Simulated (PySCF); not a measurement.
CH2O, SMILES [H]/[C-]=[O+]/[H]. Atoms are numbered in the order given.

```xyz
4

C      0.2257     0.7051     0.0000
O     -0.1553    -0.5468     0.0000
H      0.6325    -1.1094     0.0000
H     -0.7443     1.2528     0.0000
```
Charge 0, spin multiplicity 1.

Geometry optimised at ωB97X-D3(BJ)/def2-TZVPD.

Level of theory: PBE/def2-TZVPD in PySCF.

Symmetry labels are those of the subgroup Cs that the program uses (full group Cs).

Computed valence orbital energies around the gap with their symmetry:
```tsv
orbital	symmetry	energy (eV)
HOMO−7	A'	-512.81
HOMO−6	A'	-270.81
HOMO−5	A'	-28.11
HOMO−4	A'	-17.16
HOMO−3	A'	-11.84
HOMO−2	A'	-11.40
HOMO−1	A"	-10.65
HOMO	A'	-5.03
LUMO	A"	-2.85
LUMO+1	A'	-0.66
LUMO+2	A'	0.61
LUMO+3	A'	1.48
```
